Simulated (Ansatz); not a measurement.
Mulliken charges of C3H5OSb, SMILES `[SbH2][O]C1=CC1` from PBE/def2-TZVPP in Ansatz (PBE0-D4/def2-TZVP geometry).

| atom | x (Å) | y (Å) | z (Å) | charge (e) |
| --- | --- | --- | --- | --- |
| Sb1 | -1.805 | 0.879 | -1.584 | 0.541 |
| O2 | -1.088 | -0.819 | -0.815 | -0.388 |
| C3 | -0.062 | -0.805 | 0.014 | 0.191 |
| C4 | 0.794 | -1.462 | 0.719 | -0.229 |
| C5 | 0.867 | 0.063 | 0.773 | -0.231 |
| H6 | -1.780 | 1.757 | -0.113 | -0.085 |
| H7 | -0.278 | 1.533 | -2.007 | -0.086 |
| H8 | 1.236 | -2.367 | 1.092 | 0.143 |
| H9 | 0.522 | 0.588 | 1.668 | 0.071 |
| H10 | 1.679 | 0.582 | 0.256 | 0.072 |

Problem. By hand: the dipole of these point charges (1 e Å = 4.8032 D).

Solution. Σ q r = (-0.438, 0.424, -0.406) e Å, of length 0.732 e Å = 3.52 D.

Problem. How does the dipole of the full density compare? (An estimate is asked.)

Solution. Computed: (-0.217, 0.318, -0.212) e Å, 2.11 D; the point charges give 1.67 times that, at 11° from its direction.

Point charges leave out the atoms' own dipoles, such as those of lone pairs, and Mulliken's split depends on the basis, so the two needn't agree.
